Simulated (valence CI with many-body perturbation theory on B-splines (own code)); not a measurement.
Questions on Pr53+

Method: relativistic CI+MBPT: four valence electrons over a frozen Dirac-Fock core [He], a basis of 11 s, 11 p, 10 d, 8 f, 5 g, 2 h functions for each j, with the one-electron correlation potential Σ1, the two-electron term Σ2, the three-electron term Σ3, Breit, model QED; selected CI, second order for the rest, scaled by the run's own slope (own B-spline code, finite nucleus).

No measured spectrum was set against this ion. As an estimate, large intervals hold to a few tenths of a per cent, small ones and those within an open d or f shell to about a per cent. Among the levels kept, up to 850 cm⁻¹ of a level comes from second order outside the variational space, and about a tenth of that is noise between levels of different J, which matters for small intervals.

Levels are named by their leading jj configuration (3d3/2^4 stands for four electrons in 3d with j = 3/2), which in mixed levels can hold well under half, so a name can repeat and another be missing.

Rates and lifetimes use the calculated energies. Strong lines usually hold to 10 to 20 %, long lifetimes can be off by a factor of two.

What is the ground level?

(2s^2 2p1/2^2) J=0, composition 70 % 2s2 2p2 3P + 30 % 2s2 2p2 1S.

Name the longest-lived excited levels whose lifetime is computed, and their main decay.

(2s^2 2p1/2 2p3/2) J=2 at 37.87 Ry lives 628 ns, mostly by E2 to (2s^2 2p1/2^2) J=0; (2s^2 2p1/2 2p3/2) J=1 at 36.65 Ry lives 1.25 ns, mostly by M1 to (2s^2 2p1/2^2) J=0.

How well does LS coupling describe the low levels?

Among the lowest 20 levels the leading LS term, summed over configurations, holds 67 % on average. For single configurations the figures are 66 % in LS and 99 % in jj coupling. Terms mix most in the J = 1 level at 57.16 Ry, where the leading one holds 34 %.

Among levels below 583.69 Ry, which E1 lines absorb most strongly from the ground level?

to (2s^2 2p1/2 3d3/2) J=1 at 0.1918 nm, f = 0.947; to (2s 2p1/2^2 3p1/2) J=1 at 0.1931 nm, f = 0.525; to (2s 2p1/2^2 3p3/2) J=1 at 0.1882 nm, f = 0.356.

Where does the other parity begin?

At (2s 2p1/2^2 2p3/2) J=2, 52.23 Ry.

What is the ionisation energy?

10960 eV; NIST lists 10959 ± 5 eV (theoretical).
